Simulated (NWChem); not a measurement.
Molecule: CF2, singlet; SMILES [C](F)F

```xyz
3

F      1.0237     0.0000    -0.1971
C      0.0000     0.0000     0.5910
F     -1.0237     0.0000    -0.1971
```
Atoms are numbered in this order, from 1.

Results from NWChem. Low-valent species are run as closed-shell singlets; no triplet was tried in these runs. Geometry: optimised at PBE0/def2-SVP. Level: M06-2X/def2-SVP with COSMO at NWChem's default radii, gas-phase geometry; rows give the dielectric constant.

| dielectric constant | electrostatic solvation energy (kcal/mol) | dipole in solution (D) |
|---|---|---|
| 1.5 | -0.5 | 0.70 |
| 2.0 | -0.8 | 0.71 |
| 3.9 | -1.2 | 0.74 |
| 4.8 | -1.2 | 0.74 |
| 37.5 | -1.5 | 0.76 |
